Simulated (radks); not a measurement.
The numbers below are computed, except where a source is named.
All-electron atom: neutral manganese in [Ar] 3d5 4s1 4f1 (not the ground configuration). Code: a radial shooting solver on a logarithmic mesh with Libxc functionals. Model: Dirac Kohn-Sham, PBEsol, spin-unpolarised, spherical densities, finite nucleus; open shells are shared between the two j in proportion to 2j + 1; Fermi nuclear charge, rms radius 3.7057 fm. Some entries of the table are withheld. Estimate them.

orbital      occ.  eigenvalue (hartree)  r(max) (bohr)  <r^2> (bohr^2)
1s1/2           2             -236.2199        0.03990        0.004995
2s1/2           2             -27.53631         0.2327         0.09234
2p1/2           2             -23.62781         0.1867         0.07408
2p3/2           4             -23.24510         0.1892         0.07574
3s1/2           2              -3.38617         0.7366          0.8397
3p1/2           2              -2.27298         0.7477             (1)
3p3/2           4              -2.22629         0.7548             (2)
3d3/2           2                   (3)         0.7598           1.849
3d5/2           3                   (4)         0.7623           1.867
4s1/2           1              -0.37358          2.377           8.969
4p1/2           0              -0.20245          2.920             (5)
4p3/2           0              -0.19977          2.945             (6)
5s1/2           0              -0.07496          7.334             (7)
4d3/2           0              -0.04349          7.372           97.05
4d5/2           0              -0.04341          7.385           97.48
4f5/2    0.428571                   (8)          16.76             (9)
4f7/2    0.571429                  (10)          16.76            (11)

Answer. 
(1) 3p1/2 <r^2> (bohr^2): 0.9540
(2) 3p3/2 <r^2> (bohr^2): 0.9734
(3) 3d3/2 eigenvalue (hartree): -0.48853
(4) 3d5/2 eigenvalue (hartree): -0.48410
(5) 4p1/2 <r^2> (bohr^2): 14.48
(6) 4p3/2 <r^2> (bohr^2): 14.72
(7) 5s1/2 <r^2> (bohr^2): 76.97
(8) 4f5/2 eigenvalue (hartree): -0.01573
(9) 4f5/2 <r^2> (bohr^2): 331.0
(10) 4f7/2 eigenvalue (hartree): -0.01573
(11) 4f7/2 <r^2> (bohr^2): 331.0
